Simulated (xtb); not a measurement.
xtb input file for B(H)(NHMe)(OMe) (C2H8BNO), SMILES CNBOC, GFN2-xTB. 

```
$ xtb mol.xyz --gfn 2 --sp --chrg 0 --uhf 0 --json
$ cat mol.xyz
13

B     -0.06995899     0.48633519     0.62948393
H     -0.36175913     1.41903240     1.27362821
N     -0.42033225     0.42051373    -0.72321645
C     -1.14078130     1.41150702    -1.48514555
H     -0.17187139    -0.38428430    -1.27929769
H     -2.07873451     1.00398507    -1.87600030
H     -0.54378889     1.76987249    -2.32981101
H     -1.37106100     2.25529270    -0.83930250
O      0.61155140    -0.48630124     1.28441090
C      1.04497817    -1.67226899     0.67272676
H      1.72742441    -1.46642256    -0.15948713
H      1.57486091    -2.25786758     1.42648101
H      0.19945775    -2.25989837     0.29811056
```

It prints:

```
[banner left out]
          |                Calculation Setup                |
           -------------------------------------------------



           -------------------------------------------------
          |                 G F N 2 - x T B                 |
           -------------------------------------------------

        Reference                      10.1021/acs.jctc.8b01176
      * Hamiltonian:
        H0-scaling (s, p, d)           1.850000    2.230000    2.230000
        zeta-weighting                 0.500000
      * Dispersion:
        s8                             2.700000
        a1                             0.520000
        a2                             5.000000
        s9                             5.000000
      * Repulsion:
        kExp                           1.500000    1.000000
        rExp                           1.000000
      * Coulomb:
        alpha                          2.000000
        third order                    shell-resolved
        anisotropic                    true
        a3                             3.000000
        a5                             4.000000
        cn-shift                       1.200000
        cn-exp                         4.000000
        max-rad                        5.000000


          ...................................................
          :                      SETUP                      :
          :.................................................:
          :  # basis functions                  28          :
          :  # atomic orbitals                  28          :
          :  # shells                           18          :
          :  # electrons                        30          :
          :  max. iterations                   250          :
          :  Hamiltonian                  GFN2-xTB          :
          :  restarted?                      false          :
          :  GBSA solvation                  false          :
          :  PC potential                    false          :
          :  electronic temp.          300.0000000     K    :
          :  accuracy                    1.0000000          :
          :  -> integral cutoff          0.2500000E+02      :
          :  -> integral neglect         0.1000000E-07      :
          :  -> SCF convergence          0.1000000E-05 Eh   :
          :  -> wf. convergence          0.1000000E-03 e    :
          :  Broyden damping             0.4000000          :
          :  net charge                          0          :
          :  unpaired electrons                  0          :
          ...................................................

 iter      E             dE          RMSdq      gap      omega  full diag
   1    -16.6944071 -0.166944E+02  0.649E+00    7.22       0.0  T
   2    -16.8136377 -0.119231E+00  0.396E+00    5.72       1.0  T
   3    -16.8154992 -0.186149E-02  0.171E+00    6.95       1.0  T
   4    -16.8230851 -0.758588E-02  0.606E-01    6.24       1.0  T
   5    -16.8259991 -0.291397E-02  0.242E-01    6.56       1.0  T
   6    -16.8261574 -0.158347E-03  0.495E-02    6.48       1.0  T
   7    -16.8261589 -0.147797E-05  0.186E-02    6.48       1.5  T
   8    -16.8261592 -0.346356E-06  0.636E-03    6.47       4.4  T
   9    -16.8261597 -0.406391E-06  0.207E-03    6.48      13.4  T
  10    -16.8261597 -0.442539E-07  0.986E-04    6.47      28.1  T
  11    -16.8261597 -0.354629E-08  0.590E-04    6.47      47.0  T

   *** convergence criteria satisfied after 11 iterations ***

         #    Occupation            Energy/Eh            Energy/eV
      -------------------------------------------------------------
         1        2.0000           -0.6747147             -18.3599
       ...           ...                  ...                  ...
         9        2.0000           -0.5012370             -13.6394
        10        2.0000           -0.4917821             -13.3821
        11        2.0000           -0.4599179             -12.5150
        12        2.0000           -0.4318046             -11.7500
        13        2.0000           -0.4305315             -11.7154
        14        2.0000           -0.4119290             -11.2092
        15        2.0000           -0.3736710             -10.1681 (HOMO)
        16                         -0.1357538              -3.6940 (LUMO)
        17                          0.0490649               1.3351
        18                          0.0796265               2.1667
        19                          0.1228467               3.3428
        20                          0.1521362               4.1398
       ...                                ...                  ...
        28                          0.5572050              15.1623
      -------------------------------------------------------------
                  HL-Gap            0.2379172 Eh            6.4741 eV
             Fermi-level           -0.2547124 Eh           -6.9311 eV

 SCC (total)                   0 d,  0 h,  0 min,  0.006 sec
 SCC setup                      ...        0 min,  0.000 sec (  1.772%)
 Dispersion                     ...        0 min,  0.000 sec (  1.152%)
 classical contributions        ...        0 min,  0.000 sec (  0.434%)
 integral evaluation            ...        0 min,  0.001 sec ( 14.596%)
 iterations                     ...        0 min,  0.003 sec ( 45.895%)
 molecular gradient             ...        0 min,  0.002 sec ( 34.049%)
 printout                       ...        0 min,  0.000 sec (  1.952%)

         :::::::::::::::::::::::::::::::::::::::::::::::::::::
         ::                     SUMMARY                     ::
         :::::::::::::::::::::::::::::::::::::::::::::::::::::
         :: total energy             -16.642717065642 Eh    ::
         :: gradient norm              0.000230828930 Eh/a0 ::
         :: HOMO-LUMO gap              6.474056332177 eV    ::
         ::.................................................::
         :: SCC energy               -16.826157076911 Eh    ::
         :: -> isotropic ES            0.050561497604 Eh    ::
         :: -> anisotropic ES          0.006812621389 Eh    ::
         :: -> anisotropic XC          0.005499676472 Eh    ::
         :: -> dispersion             -0.005768506734 Eh    ::
         :: repulsion energy           0.183440011269 Eh    ::
         :: add. restraining           0.000000000000 Eh    ::
         :: total charge              -0.000000000000 e     ::
         :::::::::::::::::::::::::::::::::::::::::::::::::::::

           -------------------------------------------------
          |                Property Printout                |
           -------------------------------------------------

    * Orbital Energies and Occupations

         #    Occupation            Energy/Eh            Energy/eV
      -------------------------------------------------------------
         1        2.0000           -0.6747147             -18.3599
       ...           ...                  ...                  ...
         3        2.0000           -0.6128414             -16.6763
         4        2.0000           -0.5805321             -15.7971
         5        2.0000           -0.5485326             -14.9263
         6        2.0000           -0.5321927             -14.4817
         7        2.0000           -0.5260079             -14.3134
         8        2.0000           -0.5249231             -14.2839
         9        2.0000           -0.5012370             -13.6394
        10        2.0000           -0.4917821             -13.3821
        11        2.0000           -0.4599179             -12.5150
        12        2.0000           -0.4318046             -11.7500
        13        2.0000           -0.4305315             -11.7154
        14        2.0000           -0.4119290             -11.2092
        15        2.0000           -0.3736710             -10.1681 (HOMO)
        16                         -0.1357538              -3.6940 (LUMO)
        17                          0.0490649               1.3351
        18                          0.0796265               2.1667
        19                          0.1228467               3.3428
        20                          0.1521362               4.1398
        21                          0.1714191               4.6646
        22                          0.1963594               5.3432
        23                          0.2017805               5.4907
        24                          0.2056973               5.5973
        25                          0.2198385               5.9821
        26                          0.4055777              11.0363
       ...                                ...                  ...
        28                          0.5572050              15.1623
      -------------------------------------------------------------
                  HL-Gap            0.2379172 Eh            6.4741 eV
             Fermi-level           -0.2547124 Eh           -6.9311 eV

     #   Z          covCN         q      C6AA      α(0)
     1   5 B        2.585     0.332    17.194     7.059
     2   1 H        0.939    -0.102     5.634     3.711
     3   7 N        2.608    -0.270    26.997     7.717
     4   6 C        3.684    -0.034    21.395     6.623
     5   1 H        0.860     0.147     1.423     1.869
     6   1 H        0.924     0.035     2.521     2.483
     7   1 H        0.924     0.035     2.519     2.482
     8   1 H        0.925     0.050     2.326     2.385
     9   8 O        1.638    -0.340    19.724     5.995
    10   6 C        3.638     0.039    20.284     6.478
    11   1 H        0.924     0.030     2.590     2.517
    12   1 H        0.924     0.050     2.323     2.383
    13   1 H        0.924     0.030     2.587     2.515

 Mol. C6AA /au·bohr⁶  :       1282.514328
 Mol. C8AA /au·bohr⁸  :      27003.720366
 Mol. α(0) /au        :         54.216188


Wiberg/Mayer (AO) data.
largest (>0.10) Wiberg bond orders for each atom

 ---------------------------------------------------------------------------
     #   Z sym  total        # sym  WBO       # sym  WBO       # sym  WBO
 ---------------------------------------------------------------------------
     1   5 B    3.441 --     3 N    1.288     9 O    1.154     2 H    0.947
     2   1 H    0.990 --     1 B    0.947
     3   7 N    3.359 --     1 B    1.288     4 C    1.027     5 H    0.952
     4   6 C    3.982 --     3 N    1.027     8 H    0.984     7 H    0.979
                             6 H    0.979
     5   1 H    0.978 --     3 N    0.952
     6   1 H    0.999 --     4 C    0.979
     7   1 H    0.999 --     4 C    0.979
     8   1 H    0.998 --     4 C    0.984
     9   8 O    2.261 --     1 B    1.154    10 C    0.995
    10   6 C    3.960 --     9 O    0.995    12 H    0.982    13 H    0.978
                            11 H    0.978
    11   1 H    0.999 --    10 C    0.978
    12   1 H    0.997 --    10 C    0.982
    13   1 H    0.999 --    10 C    0.978
 ---------------------------------------------------------------------------

Topologies differ in total number of bonds
Writing topology from bond orders to xtbtopo.mol

molecular dipole:
                 x           y           z       tot (Debye)
 q only:       -0.093      -0.221      -0.729
   full:       -0.040      -0.467      -0.978       2.757
molecular quadrupole (traceless):
                xx          xy          yy          xz          yz          zz
 q only:       -0.010      -1.810       2.084       0.144      -0.882      -2.073
  q+dip:        0.197      -1.009       1.440      -0.129      -0.474      -1.637
   full:        0.481      -1.188       1.803      -0.195      -0.828      -2.284


           -------------------------------------------------
          | TOTAL ENERGY              -16.642717065642 Eh   |
Note: The following floating-point exceptions are signalling: IEEE_UNDERFLOW_FLAG IEEE_DENORMAL
normal termination of xtb
          | GRADIENT NORM               0.000230828930 Eh/α |
          | HOMO-LUMO GAP               6.474056332177 eV   |
           -------------------------------------------------

------------------------------------------------------------------------
------------------------------------------------------------------------
 total:
 SCF:
```

The calculation finished and met its thresholds.
